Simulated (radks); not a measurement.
Problem. These are the eigenvalues of the occupied orbitals of an atom or ion with whole-number occupations (eV). All-electron calculation, non-relativistic Kohn-Sham, LB94 model potential, spin-polarised, spherical densities, point nucleus. Program: a radial shooting solver on a logarithmic mesh with Libxc functionals.

1s: -16052.06
2s: -3124.534
2p: -2958.961
3s: -1224.359

Which element is it, and in what charge state? The configuration may be excited. Open shells, if any, are filled with parallel spins first.

Solution. Z = 37, rubidium, charge +25: Rb25+ in [Ne] 3s2. The list shows which subshells hold electrons but not how many an open one holds; the 1s level, -589.9 hartree, gives Z - s = 34.3 by -(Z - s)^2/2, which with screening narrows Z to a few neighbours, and the depths of the outer levels then fix element, charge and occupations together.
